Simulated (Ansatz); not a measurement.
Cartesian coordinates in Å:
```
C -1.7211 -1.2854 -0.6465
N -0.6707 -0.4475 -0.0818
Ge -0.4062 -0.6177 1.7304
Si 0.4255 0.3002 -1.1813
Si 1.8910 1.7967 -0.1326
H -2.6152 -1.2740 -0.0136
H -1.4123 -2.3313 -0.7722
H -2.0223 -0.9101 -1.6301
H 0.5934 0.4623 2.1659
H 0.1379 -2.0184 2.0834
H -1.7732 -0.4284 2.4136
H 1.2560 -0.6898 -1.9387
H -0.3659 1.0320 -2.2154
H 2.8713 1.0989 0.7428
H 2.6470 2.5033 -1.2042
H 1.1646 2.8093 0.6804
```

The species carries charge 0 and has multiplicity 1.

Problem. List the PBE/def2-TZVPP orbital energies in eV (Ansatz 0.2.0). (Best estimate.)

Solution. The calculation gave: Occupied: -10804.66, -1779.62, -1779.38, -1338.00, -1191.42, -1191.42, -1191.41, -380.34, -269.77, -162.62, -137.34, -137.17, -114.08, -114.05, -114.03, -94.08, -94.07, -94.04, -93.89, -93.89, -93.89, -29.95, -29.90, -29.87, -29.82, -29.82, -21.64, -16.46, -14.16, -13.53, -12.13, -10.73, -10.63, -10.37, -8.74, -8.67, -8.42, -8.20, -8.06, -7.99, -6.99, -5.58. Lowest empty: -1.09, -0.34, -0.07, 0.00, 0.25, 0.37, 0.79, 0.83.
